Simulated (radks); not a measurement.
Problem. Radial electron density D(r) = 4 pi r^2 rho(r) of an atom or ion with 21 electrons. Calculated with a radial shooting solver on a logarithmic mesh with Libxc functionals: scalar-relativistic Kohn-Sham, PBEsol, spin-polarised, spherical densities, point nucleus.

r (bohr),D(r) (e/bohr),spin D(r)
0.004042,1.499,-0.000122
0.005179,2.319,-0.000189
0.006584,3.490,-0.000285
0.008437,5.226,-0.000426
0.01081,7.642,-0.000622
0.01385,10.84,-0.000883
0.01761,14.65,-0.00120
0.02257,19.06,-0.00157
0.02892,23.32,-0.00196
0.03706,26.45,-0.00236
0.0475,27.40,-0.00280
0.06038,25.90,-0.00342
0.07737,22.86,-0.00436
0.09915,20.78,-0.00466
0.1271,22.11,0.000417
0.1615,26.31,0.0234
0.207,29.63,0.0938
0.2652,27.14,0.256
0.3399,18.95,0.556
0.4321,11.34,0.994
0.5537,9.172,1.54
0.7096,11.12,2.02
0.9093,11.45,2.18
1.156,8.397,1.94
1.481,4.310,1.41
1.898,1.636,0.816
2.432,0.4954,0.358
3.092,0.1296,0.116
3.963,0.02397,0.0234
5.078,0.002572,0.00256

What is the nuclear charge?

Solution. Z = 23. The innermost maximum, from 1s, lies near gamma/Z bohr with gamma = sqrt(1 - (Z/c)^2) = 0.986, here 0.0429 bohr (found: 0.0460), and its height grows with Z. The density is that of the vanadium ion V2+ in [Ar] 3d3; the configuration itself is not fixed sharply by these data, and Z only to about a unit. D(r) has 3 maxima, at r = 0.0460, 0.215, 0.826 bohr, and minima at 0.103, 0.532 bohr, inside which lie 2.13, 10.50 electrons.
